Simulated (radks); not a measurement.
Values are calculated unless marked as measured or tabulated.
Q: Cd2+, 46 electrons, occupied as [Kr] 4d10. Code: a radial shooting solver on a logarithmic mesh with Libxc functionals. Model: scalar-relativistic Kohn-Sham, PBE, spin-polarised, spherical densities, point nucleus. Some entries of the table are withheld. Estimate them.

orbital  occ.  eigenvalue (hartree)  <r^2> (bohr^2)  r(max) (bohr)
1s          2             -975.5017        0.001250        0.01968
2s          2             -145.4097         0.02043         0.1112
2p          6                   (1)         0.01611        0.08898
3s          2             -27.66370          0.1468            (2)
3p          6                   (3)          0.1480         0.3171
3d         10             -15.15606             (4)         0.2658
4s          2              -4.58725          0.8763         0.7956
4p          6                   (5)             (6)         0.8459
4d         10              -1.11878           1.880         0.9802

A: 
(1) 2p eigenvalue (hartree): -130.5434
(2) 3s r(max) (bohr): 0.3239
(3) 3p eigenvalue (hartree): -22.78707
(4) 3d <r^2> (bohr^2): 0.1333
(5) 4p eigenvalue (hartree): -3.15676
(6) 4p <r^2> (bohr^2): 1.056
